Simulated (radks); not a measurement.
Question: Radial electron density D(r) = 4 pi r^2 rho(r) of an atom or ion with 48 electrons. Method: scalar-relativistic Kohn-Sham, PBE, spin-polarised, spherical densities, point nucleus; computed with a radial shooting solver on a logarithmic mesh with Libxc functionals.

```
   r/bohr * D(r) (the largest magnitude, 77.7, reaches the edge; | marks zero)
 0.001049 |*
 0.001421 | *
 0.001926 |  *
  0.00261 |    *
 0.003537 |       *
 0.004794 |           *
 0.006497 |                  *
 0.008805 |                          *
  0.01203 |                                  *
   0.0163 |                                         *
   0.0221 |                                           *
  0.02995 |                                        *
  0.04058 |                                     *
    0.055 |                                        *
  0.07454 |                                                  *
    0.101 |                                                      *
   0.1369 |                                            *
   0.1856 |                                    *
   0.2515 |                                           *
   0.3408 |                                       *
   0.4619 |                    *
    0.626 |            *
   0.8484 |             *
     1.15 |          *
    1.571 |    *
    2.129 | *
    2.885 |*
     3.91 *
      5.3 *
    7.182 *
    9.734 *
    13.19 *
```

What is the nuclear charge?

Answer: Z = 48. The innermost maximum, from 1s, lies near gamma/Z bohr with gamma = sqrt(1 - (Z/c)^2) = 0.937, here 0.0195 bohr (found: 0.0214), and its height grows with Z. The density is that of neutral cadmium in [Kr] 4d10 5s1.5 5p0.5; the configuration itself is not fixed sharply by these data, and Z only to a few units. D(r) has 4 maxima, at r = 0.0214, 0.0940, 0.279, 0.842 bohr, and minima at 0.0419, 0.183, 0.621 bohr, inside which lie 2.00, 11.15, 29.04 electrons.
